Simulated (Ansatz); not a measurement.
Stepwise reaction of `[OH][Ga]([Cl])[Cl]` with methanol, as a gas-phase model of exchange steps in deposition or etching. ΔE in kJ/mol.

Gas-phase electronic energies from Ansatz, PBE0-D4/def2-TZVP geometries. CBS: MP2 limit from def2 TZ/QZ plus the TZ coupled-cluster correction, frozen cores. This one scheme is used for every species. Functionals use def2-TZVPP. B3LYP here is the variant with VWN-RPA as its local correlation; programs differ in this. For Ga outer-core shells are correlated without core-valence functions, which leaves a few kJ/mol of doubt a bond. Scalar relativity is left out up to krypton. Each species was taken in one conformer, which may not be the lowest.

| step | reaction | PBE-D4 | B3LYP-D4 | ωB97M-V | CCSD(T)/CBS |
| --- | --- | --- | --- | --- | --- |
| 2 | `C[O][Ga]([OH])[Cl]` + CH₃OH → `C[O][Ga]([OH])[O]C` + HCl | 67.8 | 65.5 | 68.8 | 64.1 |

Q: Give the row of step 1, `[OH][Ga]([Cl])[Cl]` + CH₃OH → `C[O][Ga]([OH])[Cl]` + HCl. (Best estimate.)

A: Ansatz gave: 
```tsv
step	reaction	PBE-D4	B3LYP-D4	ωB97M-V	CCSD(T)/CBS
1	`[OH][Ga]([Cl])[Cl]` + CH₃OH → `C[O][Ga]([OH])[Cl]` + HCl	60.0	58.7	61.9	57.0
```

Q: By hand: ΔE of the 2 steps together at CCSD(T)/CBS.

A: (57.0) + (64.1) = 121.1 kJ/mol, or 60.5 kJ/mol a step.

In ΔE each step is higher than the one before. All are uphill at CCSD(T)/CBS. PBE-D4 differs from CCSD(T)/CBS by 3.0 to 3.7 kJ/mol a step. Isolated molecules leave out the surface, adducts and barriers. Largest T1 diagnostic: 0.014.
